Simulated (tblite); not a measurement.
Species: C5H13OPSi.
Cartesian coordinates in Å at the GFN2-xTB level; atoms count from 1:
```xyz
21
C5H13OPSi angstrom
C      2.3347    1.7497   -0.3399
O      2.1063    0.3705   -0.2480
C      0.8231    0.0515    0.2277
C      0.7543   -1.4587    0.4651
C     -0.6810   -1.9186    0.2495
C     -1.1443   -1.2719   -1.0512
P     -0.5336    0.4908   -1.0369
Si    -2.0215    1.4129    0.3594
H      2.2605    2.2306    0.6444
H      3.3397    1.8768   -0.7368
H      1.6079    2.2213   -1.0163
H      0.6358    0.6107    1.1620
H      1.1195   -1.7095    1.4611
H      1.4113   -1.9252   -0.2712
H     -1.3060   -1.5828    1.0802
H     -0.7413   -3.0069    0.1936
H     -2.2272   -1.2982   -1.1813
H     -0.6885   -1.7785   -1.9077
H     -3.2971    1.4761   -0.3507
H     -2.2346    0.7195    1.6360
H     -1.5269    2.7568    0.6606
```

Method: GFN2-xTB as coded in tblite; computed harmonic values from a numerical Hessian at the method's own geometry, unscaled. Errors from tens to a few hundred cm⁻¹ against measured bands are possible. Modes of hydrogen on silicon can be 10 to 20 % off. One conformer, not necessarily the lowest.

Harmonic wavenumbers (cm⁻¹): 29.3, 56.1, 114.6, 135.7, 161.9, 194.5, 240.0, 274.5, 358.8, 375.8, 450.3, 485.3, 501.6, 518.7, 528.6, 661.6, 699.2, 755.0, 769.0, 805.3, 823.9, 887.8, 937.2, 971.4, 1012.6, 1027.7, 1081.5, 1101.5, 1113.4, 1132.3, 1140.7, 1178.2, 1199.3, 1242.9, 1252.1, 1288.6, 1315.6, 1323.0, 1403.0, 1450.5, 1463.2, 1476.1, 1481.2, 1489.1, 2210.4, 2257.4, 2277.3, 2783.1, 2873.9, 2900.2, 2937.1, 2967.1, 2974.9, 2981.1, 2990.0, 2996.0, 3027.4.

A = 1690, B = 1237, C = 876.0 MHz; mass 148.047 u (most abundant isotopes); point group C1, symmetry number 1.

Task: Zero-point energy?

Result: ½Σν̃ = 36542 cm⁻¹ = 437.14 kJ/mol.

Task: Entropy at 500 K, 1 bar (ideal gas, RRHO, classical rotation)?

Result: Translation 181.93, rotation 130.10, vibration 232.58: S = 544.6 J/(mol K).

Task: And Cp and H(500 K) − H(0)?

Result: Cp = 262.57 J/(mol K), of which vibrations give 229.32 (their classical limit is 57 R = 473.9); H(500 K) − H(0) = 75.78 kJ/mol without the zero-point energy, 59.15 from vibrations.

Task: Blend soft modes into free rotors: weight 1/[1 + (100 cm⁻¹/ν̃)⁴] for the oscillator and the rest for a rotor with moment μB/(μ + B), μ = h/(8π²ν), B = 10⁻⁴⁴ kg m². What vibrational entropy results?

Result: 213.88 J/(mol K) in place of 232.58, which changes −T·S at 500 K by +9.35 kJ/mol.

Task: What must be added to the electronic energy to get the Gibbs energy at 500 K and 1 bar?

Result: ZPE + [H(500 K) − H(0)] − T·S = 437.14 + 75.78 − 272.30 = 240.62 kJ/mol.

Task: Which modes carry the vibrational entropy at 500 K?

Result: 29.3 cm⁻¹: 28.88; 56.1 cm⁻¹: 23.49; 114.6 cm⁻¹: 17.58; 135.7 cm⁻¹: 16.19; 161.9 cm⁻¹: 14.74; 194.5 cm⁻¹: 13.25 J/(mol K); the other 51 give 118.47 together.

Hindered rotation and anharmonicity are outside this model. Other conformers, if any are populated, would add a mixing term that is left out. The structure is chiral; the term R ln 2 for an equal mix with its mirror image is left out.
